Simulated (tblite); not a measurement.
A tight-binding relaxation on `C#CP1C[C@@H]1c1ccccc1`.

Computed with GFN2-xTB geometry optimisation, gas phase (tblite 0.8.0). Start geometry: from a force field or distance geometry. A driver script takes a list of jobs; this job's settings line and coordinates (Å) are shown.

Command:
```bash
OMP_NUM_THREADS=1 python probes_run.py task.json out
```

Input:
```
{"job": {"kind": "relax", "xc": "GFN2-xTB", "basis": "xTB"}, "charge": 0, "multiplicity": 1}
C      4.742600    -0.257600    -1.839800
C      3.594200    -0.497200    -1.502400
P      1.906900    -0.861800    -0.976500
C      1.642500    -0.637100     0.843900
C      0.960200     0.401900    -0.029200
C     -0.528600     0.321100     0.102200
C     -1.300400     1.467200     0.317200
C     -2.674000     1.353100     0.451800
C     -3.264200     0.099200     0.359500
C     -2.522800    -1.037200     0.149900
C     -1.140400    -0.933300     0.015600
H      5.736500    -0.040400    -2.125900
H      2.483500    -0.199200     1.448200
H      0.974400    -1.381600     1.329900
H      1.408500     1.434800     0.042000
H     -0.807800     2.436100     0.399000
H     -3.319700     2.213400     0.619300
H     -4.359200    -0.031800     0.453800
H     -3.008400    -2.013700     0.083800
H     -0.529000    -1.825000    -0.145200
```

Task: Give the output.

Result: 
```
step      E/eV     max force
  0    -772.17421    1.855
  1    -772.31830    3.306
  2    -772.39019    2.857
  3    -772.50538    1.098
  4    -772.56049    0.813
  5    -772.60621    0.833
  6    -772.66076    0.603
  7    -772.69639    0.472
  8    -772.71930    0.385
  9    -772.73419    0.493
... (90 lines left out)
100    -772.88605    0.019
101    -772.88613    0.017
102    -772.88619    0.019
103    -772.88622    0.019
104    -772.88625    0.014
105    -772.88627    0.011
106    -772.88630    0.013
107    -772.88632    0.010
108    -772.88633    0.012
109    -772.88634    0.006
```

«max force» is the largest atomic force in eV/Å.

Task: From which step on does the largest force stay under 0.1 eV/Å, and how much energy is left to gain from there?

Result: From step 44 (0.082 eV/Å), 17.4 meV above the end.

In short: energy lowered by 16.4 kcal/mol over 109 steps; largest atomic force 0.006 eV/Å at the end.

Task: How long does this job take on an Arm Neoverse V1 with one thread, shared host with 32 logical CPUs at a one-minute load of 12?

Result: About 1.0 s.
Labels such as C1 count atoms from 1, the log's own numbers from 0.
